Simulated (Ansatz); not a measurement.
The molecule IrC, multiplicity 2 (the spin of the measured ground state). No spin–orbit coupling.

D_e counts from the fitted minimum to each atom's lowest state at the same level, without counterpoise.

Codes used: Ansatz (a program for electronic structure). Values without a source in brackets are computed. In def2 rows elements past Kr take small-core potentials, without spin–orbit coupling.

PBE/def2-TZVPP gives 7.699 eV for the bond energy D_e.

Q: Where do these levels fall relative to PBE: r2SCAN/def2-TZVPP, B3LYP/def2-TZVPP, wB97M-V/def2-TZVPP.

A: r2SCAN/def2-TZVPP -0.860; B3LYP/def2-TZVPP -1.076; wB97M-V/def2-TZVPP -1.217 eV. 0 of 3 lie above PBE; the widest gap is to wB97M-V/def2-TZVPP.
